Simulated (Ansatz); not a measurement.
This geometry of BClF2H3N + FH (10 atoms, charge 0, multiplicity 1) is a first-order saddle point.

Method: RKS revPBE/def2-SVP (Ansatz 0.2.0).

```xyz
10
Properties=species:S:1:pos:R:3
B -0.243 -1.122 0.007
Cl 1.975 -0.377 0.832
F 0.201 -1.970 -0.935
F -0.728 -1.603 1.164
H -0.018 1.279 -0.056
N -0.796 0.208 -0.454
H 1.508 0.948 0.658
F 0.702 2.009 0.316
H -0.873 0.252 -1.479
H -1.728 0.377 -0.052
```

Problem. Which two structures does it join? (They come from a converged band through this point; their orientation in space is the band's.)

Solution. Bonds broken: B1–Cl2, H5–N6, H7–F8. Bonds formed: Cl2–H7, H5–F8. BClF2H3N + FH becomes BF2H2N + ClH + FH.

Initial state:

```xyz
10
Properties=species:S:1:pos:R:3
B 0.007 -1.092 0.105
Cl 1.873 -0.618 0.116
F -0.229 -2.153 -0.732
F -0.491 -1.211 1.378
H -0.379 1.090 -0.073
N -0.723 0.232 -0.560
H 1.390 1.257 0.843
F 0.800 2.013 0.941
H -0.502 0.315 -1.562
H -1.747 0.168 -0.455
```

Final state:

```xyz
10
Properties=species:S:1:pos:R:3
B -0.550 -1.205 -0.139
Cl 2.647 -0.124 1.268
F 0.195 -1.910 -0.992
F -0.807 -1.689 1.078
H 0.050 1.292 -0.099
N -1.089 0.078 -0.536
H 1.943 0.902 0.832
F 0.689 1.981 0.151
H -1.172 0.258 -1.541
H -1.908 0.417 -0.022
```

Problem. How far does it lie above each of them?

Solution. 0.86 eV above the first and 0.18 eV above the second. This is the barrier of this one path; another mechanism may lie lower. The orbitals stay closed-shell, which can raise the energy where a bond breaks towards radicals; this wasn't checked here.

Run time: 2.9 min on 2 threads of Intel(R) Xeon(R) Platinum 8375C CPU @ 2.90GHz (Ice Lake) (shared host), peak memory 0.17 GiB.
